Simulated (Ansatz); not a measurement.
Consider the silylene formation by 1,1-elimination: `F[SiH](F)C#C[SiH3]` → `FC#C[SiH3]` + `F[SiH]`.

Calculated with Ansatz (gas phase, PBE0-D4/def2-TZVP geometries, no zero-point term in ΔE). CCSD(T)/CBS adds triple-zeta CCSD(T) − MP2 to the extrapolated MP2 energy (def2 sets, frozen cores). This one scheme is used for every species. DFT in def2-TZVPP. B3LYP here is the variant with VWN-RPA as its local correlation; programs differ in this. HSE06 is defined as in plane-wave codes.

`F[SiH](F)C#C[SiH3]`:

```xyz
10

F    -1.339   -2.540    1.612
Si   -1.838   -1.430    0.601
F    -2.952   -0.580    1.337
C    -0.452   -0.348    0.175
C     0.470    0.365   -0.161
Si    1.866    1.445   -0.652
H    -2.435   -2.085   -0.571
H     2.409    2.101    0.561
H     2.908    0.609   -1.295
H     1.364    2.462   -1.606
```

`FC#C[SiH3]`:

```xyz
7

F     0.767    1.974    2.392
C     0.463    1.191    1.443
C     0.176    0.448    0.542
Si   -0.262   -0.674   -0.817
H     0.567   -0.358   -2.006
H    -0.014   -2.076   -0.399
H    -1.697   -0.505   -1.155
```

`F[SiH]`:

```xyz
3

F     1.020   -0.689    0.160
Si    0.182    0.615   -0.283
H    -1.202    0.074    0.123
```

CCSD(T)/CBS gives +127.9 kcal/mol.

(1) Another level gave +121.6 kcal/mol. Which?
A. HSE06/def2-TZVPP
B. PBE-D4/def2-TZVPP
C. B3LYP/def2-TZVPP
D. SCS-MP2/def2-TZVPP

Largest T1 diagnostic among the species: 0.015.

## Answers

(1) A. HSE06 121.6, B3LYP 119.2, SCS-MP2/def2-TZVPP 128.9, PBE-D4 118.0 kcal/mol.

The D4 term adds +3.0 kcal/mol with B3LYP and +1.6 kcal/mol with PBE0; it sums over pairs of atoms, weighted by their polarisabilities, and B3LYP, whose exchange is more repulsive, gets the larger term. At CCSD(T), def2-SVP lies −13.5 kcal/mol from the extrapolated value and def2-TZVPP −2.5 kcal/mol.
